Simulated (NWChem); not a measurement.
System: CrO4 (charge -2); SMILES [O]=[Cr-2](=[O])(=[O])=[O]

NWChem input:

```
start job
memory heap 200 mb stack 900 mb global 1100 mb
charge -2
geometry units angstroms noautoz
  Cr    -0.000002     0.000000     0.000006
  O     -0.858303     0.956747     1.033015
  O      0.862909     0.947351    -1.037830
  O     -1.037762    -0.951680    -0.858221
  O      1.033159    -0.952425     0.863054
end
basis spherical
  Cr library pcseg-1
  O library pcseg-1
end
dft
  xc b3lyp
  iterations 150
  mulliken
end
task dft energy
```

Parts of the log:

```
             Northwest Computational Chemistry Package (NWChem) 7.3.0
             --------------------------------------------------------

 C1  symmetry detected

                             Geometry "geometry" -> ""
                             -------------------------

 Output coordinates in angstroms (scale by  1.889725989 to convert to a.u.)

  No.       Tag          Charge          X              Y              Z
 ---- ---------------- ---------- -------------- -------------- --------------
    1 Cr                  24.0000    -0.00000029     0.00000107     0.00000172
    2 O                    8.0000     0.15646974     0.50806141     1.56094530
    3 O                    8.0000     1.26698430     0.56491982    -0.89151930
    4 O                    8.0000    -1.41269846     0.57547275    -0.62634517
    5 O                    8.0000    -0.01075472    -1.64845720    -0.04308600

 Effective nuclear repulsion energy (a.u.)     321.9173397502

                                 NWChem DFT Module
                                 -----------------

 Summary of "ao basis" -> "ao basis" (spherical)
 ------------------------------------------------------------------------------
       Tag                 Description            Shells   Functions and Types
 ---------------- ------------------------------  ------  ---------------------
 Cr                         pcseg-1                 11       31   5s3p2d1f
 O                          pcseg-1                  6       14   3s2p1d

            General Information
            -------------------
          SCF calculation type: DFT
          Wavefunction type:  closed shell.
          No. of atoms     :     5
          No. of electrons :    58
           Alpha electrons :    29
            Beta electrons :    29
          Charge           :    -2
          Spin multiplicity:     1
          Use of symmetry is: off; symmetry adaption is: off
          Maximum number of iterations: 150
          AO basis - number of functions:    87
                     number of shells:    35
          Convergence on energy requested:  1.00D-06
          Convergence on density requested:  1.00D-05
          Convergence on gradient requested:  5.00D-04

              XC Information
              --------------
                         B3LYP Method XC Potential
                     Hartree-Fock (Exact) Exchange  0.200
                        Slater Exchange Functional  0.800 local
                    Becke 1988 Exchange Functional  0.720 non-local
              Lee-Yang-Parr Correlation Functional  0.810
                  VWN I RPA Correlation Functional  0.190 local

             Grid Information
             ----------------
          Grid used for XC integration:  medium
          Radial quadrature: Mura-Knowles
          Angular quadrature: Lebedev.
          Tag              B.-S. Rad. Rad. Pts. Rad. Cut. Ang. Pts.
          ---              ---------- --------- --------- ---------
          Cr                  1.40      112           8.0       590
          O                   0.60       49           7.0       434
          Grid pruning is: on
          Number of quadrature shells:   308
          Spatial weights used:  Erf1

      Superposition of Atomic Density Guess
      -------------------------------------

 Sum of atomic energies:       -1341.97684701

 Renormalizing density from      56.00 to     58

      Non-variational initial energy
      ------------------------------

 Total energy =   -1370.221262
 1-e energy   =   -2576.944985
 2-e energy   =     884.806384
 HOMO         =       0.187037
 LUMO         =       0.396415

     ---------------------------------------------
      Total Density - Mulliken Population Analysis
     ---------------------------------------------

    Atom       Charge   Shell Charges
 -----------   ------   -------------------------------------------------------
    1 Cr  24    19.11   2.00  2.00  1.97 -0.00  0.13  6.00  5.90  0.33  0.51  0.27  0.01
    2 O    8     9.72   2.00  0.90  1.02  3.13  2.67  0.01
    3 O    8     9.72   2.00  0.90  1.02  3.13  2.67  0.01
    4 O    8     9.72   2.00  0.90  1.02  3.13  2.67  0.01
    5 O    8     9.72   2.00  0.90  1.02  3.13  2.67  0.01

[...]
```

Level: B3LYP/pcseg-1. Sets without diffuse functions describe the anion's extra electron poorly. Coordinates come from a B3LYP/def2-SVPD optimisation. No frequency run checked for a minimum. The highest occupied level is positive, so the extra electron may be held by the finite basis. B3LYP is NWChem's, with the RPA form of VWN correlation.
